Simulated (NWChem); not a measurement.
**Total energies of Au₂**

```
Au
Au 1 2.5399
```
Charge 0, spin multiplicity 1.

The numbers come from NWChem runs, not from measurements. Structure: optimised with PBE0/def2-SVP with def2 effective core potentials on Au, a minimum by its harmonic frequencies.

Basis set: def2-QZVP (144 functions).

| method | total energy (Ha) | relative cost |
|---|---|---|
| RHF | -269.60809 | 1 |
| MP2 | -270.43277 | 3 |
| B2PLYP | -271.09359 | 5 |
| PBE | -271.57705 | under 3 |
| B3LYP | -271.59452 | under 3 |
| r2SCAN | -271.60398 | under 3 |

Total energies of different functionals aren't comparable as a measure of quality: only differences taken within one method are. Relative cost: rough, from shared machines, SCF included, RHF = 1.

Effective core potentials replace the inner electrons of Au; spin-orbit coupling is left out. The correlated methods keep 8 core orbitals frozen. B3LYP has NWChem's definition, with VWN1-RPA local correlation. The structure started from a generated list of species.
